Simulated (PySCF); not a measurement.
CF₃, doublet, geometry from GFN2-xTB. Base run: PySCF with M062X/6-31+G*.

The PySCF input:
```python
from pyscf import gto, scf, dft, solvent

mol = gto.M(
    atom='''
C     0.005522   -0.002982    0.309121
F    -0.016956    1.265312   -0.056212
F     1.101734   -0.617850   -0.094364
F    -1.088460   -0.645474   -0.055505
''',
    basis='6-31+g*',
    charge=0,
    spin=1,
    verbose=4,
)

mf = dft.UKS(mol)
mf.xc = 'm062x'
mf.kernel()
mf.analyze()
```

Each row names what was changed in the base input (with any setting that the change needs).

```
change                                                   ΔE vs base (kJ/mol)  dipole (D)
-------------------------------------------------------  -------------------  ----------
base                                                                    0.00        0.38
model = IEF-PCM; solvent = methanol; lebedev_order = 11                -2.80        0.44
model = IEF-PCM; solvent = methanol; vdw_scale = 1.4                   -1.22        0.42
model = IEF-PCM; solvent = methanol; lebedev_order = 41                -2.98        0.44
model = ddCOSMO; solvent = methanol                                    -2.46        0.44
model = C-PCM; solvent = methanol                                      -3.01        0.44
model = SS(V)PE; solvent = methanol                                    -2.92        0.44
model = IEF-PCM; solvent = chloroform                                  -2.12        0.42
model = IEF-PCM; solvent = water                                       -3.04        0.44
model = IEF-PCM; solvent = methanol                                    -2.95        0.44
model = IEF-PCM; solvent = 2-propanol                                  -2.84        0.44
model = IEF-PCM; solvent = methanol; r_probe = 0.5                     -0.81        0.41
```

The base is the gas phase, so ΔE is the electrostatic part of solvation at a fixed geometry, without cavity and dispersion terms.

Open shells are given as the SCF converged; they aren't shown to be the lowest states, and a large step between rows can be another state.
